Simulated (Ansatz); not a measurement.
`[Cl][Al]([Cl])[GeH3]` + `[NH2][GeH3]` → `[GeH3][NH][GeH3]` + `[Cl][AlH][Cl]` at 500 K and 1 bar (cleavage of the Ge–Al bond).

Computed with Ansatz on PBE0-D4/def2-TZVP structures; ΔE is electronic, products minus reactants. CBS: MP2 limit from def2 TZ/QZ plus the TZ coupled-cluster correction, frozen cores. This one scheme is used for every species. For Ge outer-core shells are correlated without core-valence functions, which leaves a few kJ/mol of doubt a bond. Scalar relativity is left out up to krypton.

| species | CCSD(T)/CBS energy (Eh) | H − E (kJ/mol) | S (J/(mol·K)) |
| --- | --- | --- | --- |
| `[Cl][Al]([Cl])[GeH3]` | -3239.63177 | 114.0 | 441.7 |
| `[NH2][GeH3]` | -2133.81884 | 158.0 | 315.9 |
| `[GeH3][NH][GeH3]` | -4211.13400 | 208.8 | 414.7 |
| `[Cl][AlH][Cl]` | -1162.30651 | 52.9 | 322.5 |

H − E and S are ideal-gas, rigid-rotor, harmonic terms from PBE0-D4/def2-TZVP. 1 Eh = 2625.50 kJ/mol, R = 8.31446 J/(mol·K).

Question: By hand: ΔE, ΔH, ΔS and ΔG.

Answer: ΔE = (-4211.13400) + (-1162.30651) − (-3239.63177) − (-2133.81884) = 0.01010 Eh = 26.5 kJ/mol. Δ(H − E) = 208.8 + 52.9 − 114.0 − 158.0 = -10.3, so ΔH = 16.2 kJ/mol. ΔS = 414.7 + 322.5 − 441.7 − 315.9 = -20.4 J/(mol·K). ΔG = 16.2 − 500 × (-20.4)/1000 = 26.4 kJ/mol.

Question: By hand: the equilibrium constant, and the temperature at which ΔG would vanish if ΔH and ΔS stayed fixed.

Answer: log₁₀ K = −ΔG/(RT ln 10) = -2.8. ΔH and −TΔS have one sign here, so there is no such temperature.

TΔS isn't small against ΔH here. A doubt of 5 kJ/mol in ΔE shifts log₁₀ K by 0.5 here. Modes under 60 cm⁻¹, often nearly free rotors, make the harmonic entropy too high. These are equilibria of isolated gas molecules and say nothing of rates. Largest T1 diagnostic: 0.011 (customary marks: 0.02 for closed shells, 0.045 for open ones).
